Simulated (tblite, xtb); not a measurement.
C$_{4}$H$_{11}$O$_{2}$, charge +1, singlet, geometry from GFN2-xTB. Base run: GFN1-xTB (xtb).

Geometry (Å):
```xyz
17

C     -2.1516    -1.0544    -0.1870
O     -1.0371    -0.6028     0.5649
C     -0.7410     0.7598     0.4440
C      0.3233     1.0353    -0.6302
O      1.6462     0.6923    -0.0865
C      1.8736    -0.7337     0.0888
H     -3.0605    -0.5249     0.1076
H     -2.2591    -2.1106     0.0454
H     -1.9928    -0.9315    -1.2625
H     -0.3561     1.0986     1.4117
H     -1.6360     1.3445     0.2039
H      0.3530     2.0995    -0.8658
H      0.1306     0.4481    -1.5322
H      2.3448     1.0503    -0.6715
H      2.8055    -0.8512     0.6389
H      1.0421    -1.1313     0.6731
H      1.9294    -1.2502    -0.8696
```
Charge +1, spin multiplicity 1.
All else is at xtb's defaults.
Base energy -23.29360 Eh.

Programs used: tblite, xtb; a row that names a program was run with it.

Variants of this job, named by their change:

```csv
change,ΔE vs base (kJ/mol),HOMO-LUMO gap (eV),G_solv (kcal/mol),SCF cycles
base,0.00,6.37,-,9
program = tblite; method = gfn1; option = --spin-polarized,0.00,-,-,-
etemp = 3000,0.00,6.37,-,9
etemp = 10000,?,?,-,9
alpb = methanol,?,?,?,9
alpb = hexane,?,?,?,9
program = tblite; method = gfn1,0.00,-,-,-
etemp = 1000,0.00,6.37,-,9
alpb = dmf,-231.7,7.48,-56.21,9
file = coord,0.00,6.37,-,9
alpb = toluene,-156.9,7.01,-37.82,9
acc = 30,0.00,6.36,-,7
```

Q: Some entries are withheld; supply them.

A: 
- etemp = 10000, ΔE vs base (kJ/mol): -12.94
- etemp = 10000, HOMO-LUMO gap (eV): 6.77
- alpb = methanol, ΔE vs base (kJ/mol): -240.6
- alpb = methanol, HOMO-LUMO gap (eV): 7.67
- alpb = methanol, G_solv (kcal/mol): -58.63
- alpb = hexane, ΔE vs base (kJ/mol): -126.4
- alpb = hexane, HOMO-LUMO gap (eV): 6.85
- alpb = hexane, G_solv (kcal/mol): -30.39

ALPB and GBSA are two models with their own fitted parameters for each solvent, which aren't always the measured dielectric constant.
